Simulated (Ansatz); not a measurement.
`OC(=S)OC[SiH3]` and `OC(O)=S` differ in one atom or group.

Ansatz, PBE0-D4/def2-TZVP geometries, multiplicity 1. Each molecule was computed in one conformer, which needn't be the lowest.

```json
{"property": "HOMO energy (PBE/def2-TZVPP) / eV", "`OC(=S)OC[SiH3]`": "-5.48"}
{"property": "HOMO–LUMO gap (B3LYP/def2-TZVPP) / eV", "`OC(=S)OC[SiH3]`": "5.48"}
{"property": "HOMO energy (PBE0/def2-TZVPP) / eV", "`OC(=S)OC[SiH3]`": "-6.71"}
{"property": "LUMO energy (B3LYP/def2-TZVPP) / eV", "`OC(=S)OC[SiH3]`": "-0.98"}
{"property": "LUMO energy (PBE0/def2-TZVPP) / eV", "`OC(=S)OC[SiH3]`": "-0.74"}
{"property": "LUMO energy (PBE/def2-TZVPP) / eV", "`OC(=S)OC[SiH3]`": "-1.69"}
```

Question: Give the same properties after the change, and the shifts. (Estimate.)

Answer: Computed: 
```tsv
property	`OC(O)=S`	shift
HOMO energy (PBE/def2-TZVPP) / eV	-5.63	-0.15
HOMO–LUMO gap (B3LYP/def2-TZVPP) / eV	5.53	0.05
HOMO energy (PBE0/def2-TZVPP) / eV	-6.89	-0.18
LUMO energy (B3LYP/def2-TZVPP) / eV	-1.12	-0.14
LUMO energy (PBE0/def2-TZVPP) / eV	-0.88	-0.14
LUMO energy (PBE/def2-TZVPP) / eV	-1.82	-0.13
```

B3LYP here is the variant with VWN-RPA as its local correlation; programs differ in this.
